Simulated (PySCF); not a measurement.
C7H15B.
Structure used (PBE0-D3(BJ)/def2-SVP), in Å, numbered top down from 1:
```xyz
23
C7H15B angstrom
C      2.5765    0.9218   -0.2756
B      1.0630    0.5100   -0.3279
C      0.6114   -0.9640   -0.0120
C     -0.7123   -1.3971   -0.6436
C     -1.7767   -0.3081   -0.5607
C     -1.3295    0.9828   -1.2414
C     -0.0593    1.5874   -0.6281
C     -0.3444    2.3008    0.7050
H      2.9672    0.7080   -1.2911
H      2.7575    1.9920   -0.0923
H      3.1864    0.3177    0.4147
H      0.4977   -0.9339    1.0952
H      1.4151   -1.7002   -0.1820
H     -1.0856   -2.3270   -0.1828
H     -0.5413   -1.6401   -1.7084
H     -2.0179   -0.1104    0.4997
H     -2.7138   -0.6648   -1.0192
H     -1.1445    0.7636   -2.3086
H     -2.1502    1.7226   -1.2242
H      0.3467    2.3521   -1.3155
H     -1.0871    3.1047    0.5690
H      0.5636    2.7574    1.1296
H     -0.7487    1.6123    1.4646
```

Computed with TDDFT wB97X-D/def2-SVPD, vertical, gas phase, core orbitals frozen in the response (PySCF 2.14.0, density-fitted response routines).

Transition dipole moments from the ground state, in atomic units and in the frame of the coordinates above (overall signs are arbitrary), for the states with f of 0.002 or more among the lowest 9:

```tsv
state	E (eV)	μx	μy	μz
S1	5.828	0.043	-0.177	-0.058
S3	7.482	0.018	-0.153	0.107
S4	7.913	0.235	0.012	-0.120
S5	7.980	-0.032	0.126	-0.090
S7	8.301	0.036	-0.442	0.008
S8	8.325	0.087	0.245	-0.009
S9	8.463	0.455	-0.347	0.074
```

Problem. What oscillator strength does each state have?

Solution. f = (2/3) ΔE |μ|² with ΔE in hartree (27.2114 eV).

```csv
state,|μ|² (au),|μ| (D),f
S1,0.036,0.49,0.005
S3,0.035,0.48,0.006
S4,0.070,0.67,0.013
S5,0.025,0.40,0.005
S7,0.197,1.13,0.040
S8,0.068,0.66,0.014
S9,0.333,1.47,0.069
```

Problem. Which bond between heavy atoms lies closest to the direction of the S9 transition dipole?

Solution. B2–C7, at 7° from it; next C4–C5 at 13°.

Problem. What angle do the transition dipoles of S7 and S8 make?

Solution. |cos θ| = |μa·μb| / (|μa| |μb|) = 0.91, so θ ≈ 24° (taken between 0 and 90°, since the signs are arbitrary).

Problem. What peak molar absorption coefficient would the strongest computed level give as a lone Gaussian band 0.4 eV wide at half height?

Solution. ε(max) = 2.175×10⁸ f / FWHM, with the width in cm⁻¹. S9: 2.175×10⁸ × 0.0690 / 3226 ≈ 4700 L mol⁻¹ cm⁻¹.

All these states lie below the vertical ionisation energy of 9.42 eV (ΔSCF).

The run took 5.2 min (with the writing of density and orbital grids) on an Arm Neoverse V2 with one thread, shared host with 192 logical CPUs at a one-minute load of 132, and the process peaked at 1.4 GiB of memory.

One conformer stands for the species.
